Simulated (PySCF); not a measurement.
**How methods differ on the ionisation energy of Rb²⁹⁺**

Rb²⁹⁺ [He] 2s2 2p4 [2p1/2^2 2p3/2^2, M_J = 2] → Rb³⁰⁺ [He] 2s2 2p3 [2p1/2^2 2p3/2^1, M_J = 3/2], as a difference of total energies. Calculation: PySCF 2.14, in an even-tempered Gaussian basis (17 s from 10 bohr⁻², ratio 2.4; 12 p from 13 bohr⁻², ratio 2.4; 5 d from 51 bohr⁻², ratio 2.6; 4 f from 76 bohr⁻², ratio 2.6); the two-component X2C-1e Hamiltonian. Correlated levels: nothing frozen; the 32 highest virtual spinors dropped. "Screened" scales the spin-orbit matrix elements by Boettger's factors to mimic the two-electron term; Breit and QED terms are absent.

```csv
method,ionisation energy (eV)
GHF (spin-free),3441.0
GMP2 (spin-free),3442.7
GHF (screened spin-orbit),3442.6
GMP2 (screened spin-orbit),3442.7
```

For this ion Breit and QED terms and the two-electron picture change, all absent here, outweigh the correlation shift from GHF to GMP2.

The spin-free rows relax to the high-spin LS determinant and lack the spin-orbit shift.

The labels give the starting determinants; with spin-orbit coupling the two ends relaxed to ⟨J²⟩ = 6.00, ⟨L²⟩ = 2.90, ⟨S²⟩ = 1.55 and ⟨J²⟩ = 3.75, ⟨L²⟩ = 1.59, ⟨S²⟩ = 2.09.

For comparison: 3443 ± 8 eV (semi-empirical (NIST evaluation); NIST Atomic Spectra Database, ionization energies).
